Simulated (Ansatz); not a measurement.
```yaml
crystal:
  periodic: [false, false, false]
  atoms:
    - {symbol: F, position_ang: [-1.217308, -1.616319, 1.062418]}
    - {symbol: Si, position_ang: [0.240160, -1.186020, 1.065457]}
    - {symbol: F, position_ang: [0.309415, 0.042292, 1.959488]}
    - {symbol: S, position_ang: [0.875115, -0.745833, -0.806932]}
    - {symbol: Si, position_ang: [-0.158458, 1.000480, -1.069086]}
    - {symbol: Cl, position_ang: [0.910773, 2.534551, -0.510690]}
    - {symbol: Cl, position_ang: [-0.537181, 1.150542, -2.977858]}
    - {symbol: H, position_ang: [1.031241, -2.223993, 1.599549]}
    - {symbol: H, position_ang: [-1.368700, 0.999755, -0.338762]}
basis:
  gaussian: {orbitals: def2-TZVP}
hamiltonian: {xc: {name: PBE0-DH}}
scf: {lower_state_search: full}
output: {forces: true}
```

```sh
$ ansatz run in.yaml --threads 2 --pin off --events-out ev --progress --plain --max-ram 32768MiB --backend cpu
```

It prints (some lines left out):

```
Functional definition: PBE0-DH
1605 factors; integrals over basis functions are off by at most 1.1e-3 eV
mean field evaluation 1: about -57079.6872 eV, gradient 4.0e1 eV
mean field evaluation 2: about -57080.2824 eV, gradient 4.1e1 eV
mean field evaluation 4: about -57082.6007 eV, gradient 2.6e0 eV
mean field evaluation 8: about -57082.6277 eV, gradient 1.5e-1 eV
mean field evaluation 16: about -57082.6278 eV, gradient 9.5e-5 eV
mean field -57082.62781092 eV, -2097.7478800564 hartree, gradient 9.4e-6 eV, S^2 0.000000; 0 other end points of the search recorded, 0 dependent functions left out
27 core orbitals not correlated: weight in the atoms' cores, before any rotation towards them, 1.000 or more for the frozen orbitals, at most 0.000 for the correlated occupied ones
reference -57082.62783253 eV, -2097.7478808507 hartree; 22, 22 occupied and 210, 210 virtual orbitals, 1605 factors
second order -41.63805230 eV of doubles, -0.00000000 eV of singles
Total energy: -57087.83258907 eV, -2097.9391521256 hartree
Atom 0 at    -1.217308    -1.616319     1.062418 Å, force    -2.504710    -0.805372     0.006559 eV/Å
Atom 1 at     0.240160    -1.186020     1.065457 Å, force     1.077204    -0.827227    -0.369729 eV/Å
Atom 2 at     0.309415     0.042292     1.959488 Å, force     0.167396     2.097733     1.585830 eV/Å
Atom 3 at     0.875115    -0.745833    -0.806932 Å, force     1.323204    -1.026836    -1.319751 eV/Å
Atom 4 at    -0.158458     1.000480    -1.069086 Å, force    -0.325288    -0.223935     0.314021 eV/Å
Atom 5 at     0.910773     2.534551    -0.510690 Å, force     1.044935     1.563027     0.598525 eV/Å
Atom 6 at    -0.537181     1.150542    -2.977858 Å, force    -0.444761     0.161693    -1.925198 eV/Å
Atom 7 at     1.031241    -2.223993     1.599549 Å, force     0.705019    -0.915899     0.465400 eV/Å
Atom 8 at    -1.368700     0.999755    -0.338762 Å, force    -1.042999    -0.023185     0.644343 eV/Å
Dipole moment:     0.066455    -0.131050     0.029807 e Å
```

Hardware: 2 threads of an AMD EPYC 7R13 on a shared host. Wall time 31 s, peak host memory 0.91 GiB.
